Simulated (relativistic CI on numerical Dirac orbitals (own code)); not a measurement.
## Zr VII: calculation against measurement

Computed by Dirac-Coulomb-Breit CI, separate exchange-only KLI orbitals for each configuration, QED by a radiative potential, valence Slater integrals scaled by 0.9, configuration energies shifted to the measured levels that pair with them (semi-empirical) (own radial code, finite nucleus).

Configurations in the expansion (outside the closed core [Ar] 3d10): 4s2.4p4, 4s.4p5, 4s2.4p3.4d, 4s2.4p3.5s, 4s2.4p3.5p, 4p6, 4s2.4p2.4d2, 4s.4p4.4d, 4s2.4p3.4f, 4s.4p4.4f, 4p4.4d2, 4s2.4p2.4f2, 4p5.4d, 4s2.4p3.5d, 4s.4p3.4d2, 4s2.4p3.6s, 4s.4p4.5s, 4s2.4p2.4d.4f, 4s2.4p3.6p, 4s2.4p3.5f, 4s2.4p3.5g, 4s2.4p3.6d, 4p4.4f2, 4s.4p4.5p, 4s2.4p2.4d.5s, 4s2.4p3.6f, 4s.4p3.5s2, 4p5.4f, 4s.4p4.5d, 4s.4p3.4d.4f. Levels of other configurations are missing.

| Configuration | Term (tabulated) | J | Measured (cm⁻¹) | Computed | Error | Purity (%) |
| --- | --- | --- | --- | --- | --- | --- |
| 4s2.4p4 | 3P | 2 | 0.0 | 0 | 0 | 88 |
| 4s2.4p4 | 3P | 0 | 12557.0 | 12296 | -261 | 83 |
| 4s2.4p4 | 3P | 1 | 13549.0 | 13328 | -221 | 97 |
| 4s2.4p4 | 1D | 2 | 27176.0 | 26836 | -340 | 88 |
| 4s2.4p4 | 1S | 0 | 56943.0 | 55639 | -1304 | 82 |
| 4s.4p5 | 3P° | 2 | 192812.0 | 192859 | 47 | 83 |
| 4s.4p5 | 3P° | 1 | 201981.0 | 201931 | -50 | 80 |
| 4s.4p5 | 3P° | 0 | 208638.0 | 208402 | -236 | 83 |
| 4s.4p5 | 1P° | 1 | 243704.0 | 244738 | 1034 | 60 |
| 4s2.4p3.4d | 5D° | 0 | 262683.0 | 262120 | -563 | 94 |
| 4s2.4p3.4d | 5D° † | 1 | 263119.0 | 262440 | -679 | 94 |
| 4s2.4p3.4d | 5D° † | 2 | 263702.0 | 262484 | -1218 | 91 |
| 4s2.4p3.4d | 5D° † | 3 | 264081.0 | 262614 | -1467 | 89 |
| 4s2.4p3.4d | 5D° | 4 | 264903.0 | 263759 | -1144 | 92 |
| 4s2.4p3.4d | 3F° | 3 | 288053.0 | 287601 | -452 | 81 |
| 4s2.4p3.4d | 1S° | 0 | 289300.0 | 285013 | -4287 | 91 |
| 4s2.4p3.4d | 3F° | 4 | 291472.0 | 291501 | 29 | 84 |
| 4s2.4p3.4d | 3G° | 3 | 296679.0 | 297038 | 359 | 81 |
| 4s2.4p3.4d | 3G° | 4 | 298282.0 | 298834 | 552 | 67 |
| 4s2.4p3.4d | 3G° | 5 | 300720.0 | 302148 | 1428 | 98 |
| 4s2.4p3.4d | 1G° | 4 | 303437.0 | 303924 | 487 | 81 |
| 4s2.4p3.4d | 1D° | 2 | 311985.0 | 311956 | -29 | 71 |
| 4s2.4p3.4d | 3D° | 1 | 312987.0 | 311509 | -1478 | 94 |
| 4s2.4p3.4d | 3P° † | 0 | 317400.0 | 315772 | -1628 | 89 |
| 4s2.4p3.4d | 3F° | 3 | 322407.0 | 323523 | 1116 | 83 |
| 4s2.4p3.4d | 3F° | 2 | 323711.0 | 324303 | 592 | 82 |
| 4s2.4p3.4d | 3P° † | 1 | 323870.0 | 317675 | -6195 | 87 |
| 4s2.4p3.4d | 3F° | 4 | 324907.0 | 327124 | 2217 | 75 |
| 4s2.4p3.4d | 3P° | 2 | 330126.0 | 329695 | -431 | 77 |
| 4s2.4p3.4d | 3P° | 2 | 343828.0 | 345218 | 1390 | 79 |
| 4s2.4p3.4d | 1F° | 3 | 346462.0 | 343890 | -2572 | 72 |
| 4s2.4p3.4d | 3P° | 0 | 355650.0 | 358222 | 2572 | 81 |
| 4s2.4p3.4d | 1D° | 2 | 371371.0 | 375319 | 3948 | 75 |
| 4s2.4p3.4d | 1F° | 3 | 380360.0 | 383787 | 3427 | 88 |
| 4s2.4p3.4d | 1P° | 1 | 397987.0 | 402289 | 4302 | 84 |
| 4s2.4p3.5s | 5S° | 2 | 408775.0 | 405629 | -3146 | 93 |
| 4s2.4p3.5s | 3S° | 1 | 418375.0 | 416942 | -1433 | 87 |
| 4s2.4p3.5s | 3D° | 2 | 434766.0 | 434469 | -297 | 72 |
| 4s2.4p3.5s | 3D° | 1 | 434815.0 | 434425 | -390 | 81 |
| 4s2.4p3.5s | 3D° | 3 | 439534.0 | 439171 | -363 | 99 |
| 4s2.4p3.5s | 1D° | 2 | 443204.0 | 443501 | 297 | 79 |
| 4s2.4p3.5s | 3P° | 0 | 456721.0 | 457215 | 494 | 99 |
| 4s2.4p3.5s | 3P° | 1 | 458043.0 | 458703 | 660 | 80 |
| 4s2.4p3.5s | 3P° | 2 | 466123.0 | 466635 | 512 | 75 |
| 4s2.4p3.5s | 1P° | 1 | 469225.0 | 470320 | 1095 | 71 |
| 4s2.4p3.5p | 3P | 1 | 480659.0 | 480827 | 168 | 71 |
| 4s2.4p3.5p | 3P † | 2 | 483891.0 | 483891 | 0 | 72 |
| 4s2.4p3.5p | 3P † | 0 | 485937.0 | 484577 | -1360 | 97 |
| 4s2.4p3.5p | 3F | 3 | 501798.0 | 502283 | 485 | 67 |
| 4s2.4p3.5p | 1F | 3 | 504480.0 | 505137 | 657 | 64 |
| 4s2.4p3.5p | 3P | 2 | 512175.0 | 511929 | -246 | 83 |
| 4s2.4p3.5p | 3P | 0 | 515789.0 | 514254 | -1535 | 89 |

Measured levels from measured levels as listed in Rauch et al., Astron. Astrophys. 599, A142 (2017); pairs were made by configuration, J and term (by order where the table uses no LS term), so strongly mixed levels may be paired wrongly.

Mean error by configuration (cm⁻¹): 4s2.4p4 -532; 4s.4p5 199; 4s2.4p3.4d 546; 4s2.4p3.5s -257; 4s2.4p3.5p -94. Over the excited levels the mean absolute error is 1106 cm⁻¹ (51 of the 69 excited levels that our extract of the source holds in range could be paired, and the others can miss by more), and the median relative error of those above 1,000 cm⁻¹ is 0.2 %, both after the shifts were fitted to these levels, so that a configuration with one level shows no error. † marks terms whose computed intervals miss the measured ones by more than a factor of 2.5, or configurations far off the rest, from wrong mixing, a near crossing or a doubtful label or measurement; they are left out of the means.

Configurations whose levels could be paired with our table of measured levels were shifted onto them, all but the ground configuration, by the median error of their levels; single terms can still be off by 1,000 to 2,000 cm⁻¹ or more, and rates follow the energies as ν³ (E1, M1) or ν⁵ (E2). The others borrow a shift and can be off by several thousand cm⁻¹ or more. 51 of the 69 excited levels that our extract of the measured tables holds in this range could be paired (the sources list more); they are missed by 1200 cm⁻¹ on average and 6195 at most, after the shifts were fitted to these levels, and levels without a partner can miss by more.

Shifts applied (cm⁻¹): 4s2.4p4 0; 4s.4p5 -5032; 4s2.4p3.4d -7112; 4s2.4p3.5s -22813; 4s2.4p3.5p -20192.
